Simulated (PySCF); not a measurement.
sodium chloride (ClNa), singlet, geometry from GFN2-xTB (such geometries of metal compounds can be far from the true shape). Base run: B3LYP/STO-3G (PySCF).

The PySCF input:
```python
from pyscf import gto, scf, dft

mol = gto.Mole()
mol.atom = '''
    Na   -0.000000   -0.000000   -1.363281
    Cl    0.000000    0.000000    0.882123
'''
mol.basis = 'sto-3g'
mol.charge = 0
mol.spin = 0
mol.verbose = 4
mol.build()

mf = dft.RKS(mol)
mf.xc = 'b3lyp'
mf.kernel()
mo_i, mo_e, stable_i, stable_e = mf.stability(internal=True, external=True, return_status=True, nroots=6, tol=1e-6)
print('internally stable:', stable_i, ' externally stable:', stable_e)
if not stable_e:
    umf = mf.to_uhf() if not hasattr(mf, 'xc') else mf.to_uks()
    umf.scf_summary = {}
    umf.kernel(umf.make_rdm1(mo_e, umf.mo_occ))
```

The bond that is stretched is that between atoms 1 and 2. A test that says stable can miss a lower solution.

Each row names what was changed in the base input (with any setting that the change needs).

```json
[
 {"change": "base", "ΔE vs base (eV)": "0.00", "<S^2>": "0.000", "HOMO-LUMO gap (eV)": "7.62", "stability test says": "stable", "outcome": "converged"},
 {"change": "bond × 1.25", "ΔE vs base (eV)": "1.29", "<S^2>": "0.000", "HOMO-LUMO gap (eV)": "4.85", "stability test says": "stable", "outcome": "converged"},
 {"change": "bond × 1.5", "ΔE vs base (eV)": "2.80", "<S^2>": "0.000", "HOMO-LUMO gap (eV)": "2.64", "stability test says": "stable", "outcome": "converged"},
 {"change": "bond × 1.8", "ΔE vs base (eV)": "3.85", "<S^2>": "0.000", "HOMO-LUMO gap (eV)": "1.15", "stability test says": "external instability", "outcome": "converged"},
 {"change": "bond × 2.2", "ΔE vs base (eV)": "-", "<S^2>": "-", "HOMO-LUMO gap (eV)": "-", "stability test says": "-", "outcome": "not converged"},
 {"change": "bond × 3.0", "ΔE vs base (eV)": "-", "<S^2>": "-", "HOMO-LUMO gap (eV)": "-", "stability test says": "-", "outcome": "not converged"}
]
```

Where a bond breaks into two radicals, a solution with restricted orbitals usually stops being the lowest and lies too high; an unrestricted one lies lower at the price of spin contamination, which <S^2> shows.
